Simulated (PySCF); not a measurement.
SMILES [Se](O)Cl (HClOSe) (PBE0/def2-SVP optimised geometry):

```
4

Se    -0.810    -1.072     0.000
Cl    -1.262     1.072     0.000
O      0.969    -1.072     0.000
H      1.262    -0.975    -0.917
```

Method: PBE0/def2-TZVP (PySCF).

What are the frontier orbital energies and the dipole moment?

HOMO-2 -9.68 eV, HOMO-1 -9.38 eV, HOMO -6.85 eV, LUMO -2.08 eV, LUMO+1 -1.30 eV; dipole moment 1.90 D.

On the same geometry PySCF with PBE/def2-TZVP gives HOMO-2 -8.19 eV, HOMO-1 -7.92 eV, HOMO -5.56 eV, LUMO -2.97 eV, LUMO+1 -2.28 eV; dipole moment 1.86 D.

Meta-Löwdin charges at PBE0/def2-TZVP: Se1 0.50, Cl2 -0.23, O3 -0.63, H4 0.35.
